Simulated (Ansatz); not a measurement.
Ansatz (an electronic-structure program) input file for H2Sb, SMILES [SbH2], multiplicity 2, PBE/def2-TZVPD. The structure is a stationary point at B3LYP-D3(BJ)/def2-TZVPD. The isomer is the one that the SMILES or the coordinates give; other isomers of the formula were not compared. The def2 effective core potentials stand for the cores of Sb; spin–orbit coupling is left out.

Ansatz 0.2 input:
```yaml
crystal:
  periodic: [false, false, false]
  atoms:
    - {symbol: Sb, position_ang: [0.00000000, -0.00000000, -0.04569864]}
    - {symbol: H, position_ang: [0.00000000, -1.21813484, 1.16531536]}
    - {symbol: H, position_ang: [0.00000000, 1.21813504, 1.16531517]}
basis:
  gaussian:
    orbitals: def2-TZVPD
hamiltonian:
  xc: {name: PBE}
magnetization: {spin_polarized: true, initial_magnetization: 1}
```

Output:

```
WARN ansatz: RAYON_NUM_THREADS=1 ignored (pool sized by the plan → 1); use --threads N
Functional definition: PBE
integrals: 0.01 GiB planned
515 factors; their error is unknown
mean field: 0.17 GiB planned
mean field evaluation 1: about -6568.3516 eV, gradient 9.2e0 eV
mean field evaluation 2: about -6568.2480 eV, gradient 1.1e1 eV
mean field evaluation 4: about -6569.0232 eV, gradient 3.8e-1 eV
mean field evaluation 8: about -6569.0155 eV, gradient 1.2e-1 eV
mean field evaluation 16: about -6569.0156 eV, gradient 1.9e-5 eV
mean field -6569.01560587 eV, -241.4068708770 hartree, gradient 1.9e-5 eV, S^2 0.753326; 0 other end points of the search recorded, 0 dependent functions left out
reference -6569.01564047 eV, -241.4068721487 hartree; 13, 12 occupied and 61, 62 virtual orbitals, 515 factors
Total energy: -6569.01564047 eV, -241.4068721487 hartree
```

Self-consistency was reached.

Cost: roughly 1.4 core-seconds.
